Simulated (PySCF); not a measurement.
Excitation energies in several basis sets

C3H12BN.
SMILES: `CCC[BH2-][NH3+]`

TDDFT with PBE0 (PySCF), vertical singlets, core orbitals frozen in the response, spherical d and f functions. Geometry: PBE0-D3(BJ)/def2-SVP, one conformer, isolated molecule.

```tsv
basis	functions	diffuse	S1 (eV)	S2 (eV)	S3 (eV)	S4 (eV)	S5 (eV)	LUMO (eV)	α (au)
6-31G*	94	no	7.02	7.05	8.37	8.77	8.80	1.19	55.6
def2-SVP	130	no	6.63	6.69	7.90	8.30	8.32	0.59	58.7
def2-SVPD	196	yes	6.06	6.13	7.30	7.55	7.57	-0.20	68.2
def2-TZVP	227	no	6.24	6.28	7.47	7.78	7.80	0.03	66.0
```

Question: How much do these states and the polarisability depend on the basis?

Answer: States are compared by their number. Against the only diffuse basis here (def2-SVPD, itself not a converged limit), sets without diffuse functions differ by up to 0.96 eV in S1 and 1.23 eV in S5. State by state, the largest deviation of a set without diffuse functions is S1 0.96, S2 0.92, S3 1.07, S4 1.22, S5 1.23 eV. The same number needn't mean the same state in each row. Against def2-SVPD the polarisability deviates by -18% in 6-31G*, -14% in def2-SVP, -3% in def2-TZVP.
